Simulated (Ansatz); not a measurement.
Born–Oppenheimer molecular dynamics of a periodic cell of 13 atoms, NaTi12 (host Ti, host structure hcp, interstitial Na). It starts from a relaxed structure.

Computed with Ansatz 0.2.0, DFT PBE, scalar-relativistic, plane waves, PAW. Settings: accuracy low, cutoff 420 eV, k mesh 2x2x2, fermi-dirac smearing 0.15 eV, no spin polarisation.

```json
{"ensemble": "NVT, Langevin thermostat", "time step": "2 fs", "steps asked": "130", "set temperature": "1500 K", "friction": "0.005 /fs", "seed": "2116"}
```

First frame:

```xyz
13
Lattice="5.9000 0.0000 0.0000 -4.4250 7.6643 0.0000 0.0000 0.0000 4.6846" Properties=species:S:1:pos:R:3
Ti 0.216 -0.185 0.379
Ti 0.188 1.903 1.980
Ti -1.393 2.928 0.254
Ti -1.606 4.226 2.575
Ti -2.878 5.121 0.254
Ti -3.013 6.842 2.727
Ti 2.758 -0.208 0.368
Ti 2.730 1.890 1.962
Ti 1.531 2.523 -0.382
Ti 1.391 4.242 2.092
Ti 0.127 5.145 -0.229
Ti -0.080 6.441 2.093
Na 4.416 0.854 3.516
```

**Question.** What does the run give?

**Answer.** The run went to its last step.

```yaml
steps_done: 130
time_covered: 260 fs
mean_temperature_over_the_second_half: 1277 K
spread_of_the_potential_energy_over_the_second_half: 18.4 meV per atom
mean_potential_energy_of_the_second_half_above_the_start: 127.6 meV per atom
```

The mean temperature of the second half is 15 % below the set value. A run of 0.26 ps of so small a system gives no equilibrium averages. Limits of this set-up: coarse k mesh, low accuracy level.

**Question.** What happens to the structure?

**Answer.** Mean squared displacements from the first frame to the last, about the centre of mass: Ti 0.31 Å², Na 0.87 Å². This is one draw of velocities; another would differ in detail.

**Question.** How do temperature and energy run in time?

**Answer.** 
```tsv
time (fs)	T (K)	potential energy less start (eV)
0.0	1385	0.000
20.0	548	1.310
40.0	720	1.337
60.0	1054	1.195
80.0	474	2.253
100.0	1119	1.535
120.0	1135	1.401
140.0	1319	1.535
160.0	1282	1.471
180.0	1340	1.601
200.0	1241	1.565
220.0	1409	1.588
240.0	1076	1.826
260.0	898	2.467
```

Run time: 14 min on 1 thread of Arm Neoverse V2, on a shared host, peak memory 0.67 GiB.
